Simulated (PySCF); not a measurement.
C4H4N2, triplet (typed; the unrestricted solution is spin-contaminated), at a GFN2-xTB geometry (a higher spin typed on purpose: for a closed-shell molecule this is an excited state), atoms displaced at random by about 0.03 Å a coordinate; DF-HF/6-31G, gradient (PySCF).

Input for PySCF:
```python
from pyscf import gto, scf

mol = gto.M(
    atom='''
C    -1.373363    0.047512    0.016479
C    -0.680969   -1.136860   -0.032260
N     0.698455   -1.170667   -0.007859
C     1.398061   -0.058928    0.020440
N     0.771232    1.067399    0.030517
C    -0.572760    1.204937    0.045371
H    -2.439413    0.180611   -0.006579
H    -1.233259   -2.080548    0.031895
H     2.454219   -0.093123    0.011741
H    -0.933973    2.161485    0.033328
''',
    basis='6-31g',
    charge=0,
    spin=2,
    verbose=3,
)

mf = scf.UHF(mol)
mf = mf.density_fit(auxbasis='def2-universal-jkfit')
mf.kernel()
g = mf.nuc_grad_method()
g.auxbasis_response = False
grad = g.kernel()
```

It wrote (shortened):

```
converged SCF energy = -262.420737544443  <S^2> = 2.1822754  2S+1 = 3.1191508
--------------- DFUHF gradients ---------------
         x                y                z
0 C    -0.0183453750    -0.0310132159     0.0033083598
1 C     0.0524394713     0.0425332922    -0.0061082994
2 N    -0.0008271145     0.0033670065    -0.0011223597
3 C    -0.0305006361     0.0037775196     0.0042626975
4 N    -0.0268887025    -0.0050023508    -0.0022637722
5 C     0.0352062054     0.0223553587     0.0006629193
6 H    -0.0015164915     0.0115417673    -0.0018381645
7 H    -0.0174098839    -0.0110407847     0.0044610854
8 H    -0.0088370926     0.0008667627    -0.0014276141
9 H     0.0158817997    -0.0372812787     0.0000965436
----------------------------------------------
```
